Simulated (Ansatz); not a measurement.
Harmonic vibrations of ZrO2⁻ by finite differences.

```yaml
crystal:
  periodic: [false, false, false]
  atoms:
    - {symbol: Zr, position_ang: [0.026918, 0.569810, 0.421284]}
    - {symbol: O, position_ang: [1.254478, -0.770160, 0.364678]}
    - {symbol: O, position_ang: [-1.281396, 0.200350, -0.785962]}
basis:
  gaussian: {orbitals: def2-TZVPD}
total_charge: -1
magnetization: {spin_polarized: true, initial_magnetization: 1}
hamiltonian: {xc: pbe, dispersion: d4}
scf: {omitted_lower_state_checks: [starts]}
phonons: {temperatures: {t_min: 298.15, t_max: 900, t_step: 200}}
```

```sh
$ ansatz run in.yaml --threads 4 --pin off --events-out ev --progress --plain --max-ram 3916MiB
```

Shortened log:

```
Functional definition: PBE
  name "PBE"
  cite "Perdew, Burke & Ernzerhof, Phys. Rev. Lett. 77, 3865 (1996) doi:10.1103/PhysRevLett.77.3865"
  parent pbe
  parameter kappa = 0.804
  parameter beta = 0.06672455060314922
  exchange = pbe_x(kappa = kappa, mu = beta*pi^2/3)
  correlation = pbe_c(beta = beta)
these checks for a lower state are left out or cut short: starts
mean field -5375.74177875 eV, -197.5548665606 hartree, gradient 5.4e-5 eV, S^2 0.753960; 0 other end points of the search recorded, 0 dependent functions left out
the calculation of the forces begins
these checks for a lower state are left out or cut short: stability, starts, cluster_reference, orbital_swaps, neighbouring_geometries, increment
mean field -5375.74171794 eV, -197.5548643257 hartree, gradient 1.6e-6 eV, S^2 0.753975; 0 other end points of the search recorded, 0 dependent functions left out
the calculation of the forces begins
these checks for a lower state are left out or cut short: stability, starts, cluster_reference, orbital_swaps, neighbouring_geometries, increment
mean field -5375.74168826 eV, -197.5548632351 hartree, gradient 1.5e-6 eV, S^2 0.753945; 0 other end points of the search recorded, 0 dependent functions left out
the calculation of the forces begins
these checks for a lower state are left out or cut short: stability, starts, cluster_reference, orbital_swaps, neighbouring_geometries, increment
mean field -5375.74176329 eV, -197.5548659922 hartree, gradient 1.7e-6 eV, S^2 0.753967; 0 other end points of the search recorded, 0 dependent functions left out
the calculation of the forces begins
these checks for a lower state are left out or cut short: stability, starts, cluster_reference, orbital_swaps, neighbouring_geometries, increment
mean field -5375.74173191 eV, -197.5548648390 hartree, gradient 1.6e-6 eV, S^2 0.753953; 0 other end points of the search recorded, 0 dependent functions left out
the calculation of the forces begins
these checks for a lower state are left out or cut short: stability, starts, cluster_reference, orbital_swaps, neighbouring_geometries, increment
mean field -5375.74175349 eV, -197.5548656319 hartree, gradient 1.5e-6 eV, S^2 0.753972; 0 other end points of the search recorded, 0 dependent functions left out
the calculation of the forces begins
these checks for a lower state are left out or cut short: stability, starts, cluster_reference, orbital_swaps, neighbouring_geometries, increment
mean field -5375.74172489 eV, -197.5548645812 hartree, gradient 1.5e-6 eV, S^2 0.753948; 0 other end points of the search recorded, 0 dependent functions left out
the calculation of the forces begins
Total energy: -5375.80997736 eV, -197.5573728131 hartree
Atom 0 at     0.026918     0.569810     0.421284 Å, force    -0.000058    -0.001232    -0.000911 eV/Å
Atom 1 at     1.254478    -0.770160     0.364678 Å, force    -0.003809     0.002085    -0.001286 eV/Å
Atom 2 at    -1.281396     0.200350    -0.785962 Å, force     0.003867    -0.000853     0.002197 eV/Å
Dipole moment:     0.022036     0.466459     0.344872 e Å
Vibrations: 280.59 783.33 850.84 cm⁻¹, zero-point energy 0.118700 eV
Checks for a lower state left out: starts
```

Hardware: 4 threads of Arm Neoverse N1 on a shared host. Wall time 9 s.

In the def2 sets Zr takes a core potential; there is no spin–orbit coupling. The relaxation made no stability test and no search for a lower SCF solution. The structure comes from a short search, and lower isomers may exist.
